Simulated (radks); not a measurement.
Numerical settings for the strontium ion Sr2+, [Kr]. Calculated with a radial shooting solver on a logarithmic mesh with Libxc functionals: Dirac Kohn-Sham, PBEsol, spin-unpolarised, spherical densities, point nucleus. The defaults (mesh step 0.008 in ln r, mesh end at 40 bohr or more with all orbitals vanishing there, Anderson mixing 0.5 over 9 steps, residual threshold near 1e-9 with the energy settled to 1e-9 hartree or 1e-11 of itself, here a cap of 67 iterations) give E = -3177.2622 hartree and 4p3/2 at -36.115 eV in 14 iterations. Times are rough (one thread of a shared host). Changes against that run (0 stands for a change within the tolerance of the run):

| setting | iterations | converged | E (mhartree) | e(4p3/2) (meV) | CPU (s) |
|---|---|---|---|---|---|
| mesh step in ln r 0.12 | 2 | no | diverged | - | 0.02 |
| mesh step in ln r 0.012 | 14 | yes | 0 | 0 | 0.08 |
| mesh step in ln r 0.05 | 14 | yes | -0.000821 | 0 | 0.03 |
| mesh end (bohr) 12 | 14 | yes | 0 | 0 | 0.11 |
| mesh end (bohr) 2 | 14 | level above zero | +6e+03 | +3.97e+04 | 0.08 |
| residual threshold 1e-16 | 67 | no | 0 | 0 | 0.27 |
| residual threshold 0.001 | 8 | yes | +0.0002 | -2.02 | 0.08 |
| mixing 1.5 | 15 | yes | 0 | 0 | 0.12 |
| linear mixing, mixing 0.5 | 30 | yes | 0 | 0 | 0.18 |
| linear mixing, mixing 0.05 | 67 | no | +0.0866 | -336 | 0.45 |
| mixing history 20 | 19 | yes | 0 | 0 | 0.13 |
| iteration cap 8 | 8 | no | 0 | -0.688 | 0.07 |

Settled on a wrong energy, with an occupied level pushed above zero by the early mesh end: mesh end (bohr) 2 (+6 hartree). Apart from these: no run marked as converged misses the energy by more than 1 mhartree. A mesh that ends early acts as a hard wall.
